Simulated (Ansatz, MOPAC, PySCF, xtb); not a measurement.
Torsion O1–B2–Ge3–H6 in BGeH5O (SMILES O[BH][GeH3]); at each angle all else is relaxed with GFN2-xTB, and the levels are single points there.
Geometry at 120° (charge 0, multiplicity 1):
```
atom    x (Å)    y (Å)    z (Å)
----  -------  -------  -------
O      1.6045   0.7560  -0.1964
B      0.8748  -0.3033   0.1232
Ge    -1.1238  -0.0273  -0.0205
H      2.5620   0.7064  -0.1548
H      1.3712  -1.3201   0.4626
H     -1.8384  -0.9321  -0.9786
H     -1.5532   1.3374  -0.4504
H     -1.9065  -0.2573   1.2370
```

On the grid 0° to 120°, 60° is the highest and 120° the lowest point at MP2/CBS(cc-pVTZ, cc-pVQZ) + ΔCCSD(T)/cc-pVTZ.

The state that PM7 reach isn't checked; PM7 holds dispersion and hydrogen-bond terms.

Run with Ansatz (Gaussian orbitals); MOPAC for PM7 (differences of heats of formation); PySCF for the dispersion terms; xtb for the GFN methods. 

### Question
One of these levels gives 0.31 kcal/mol for the energy at 60° less that at 120°. Name it.
A. PM7
B. GFN1-xTB
C. r2SCAN-D4/def2-TZVPP

### Answer
C, r2SCAN-D4/def2-TZVPP. The others give -0.21 (PM7), 0.77 (GFN1-xTB)

Ansatz is an electronic-structure program.
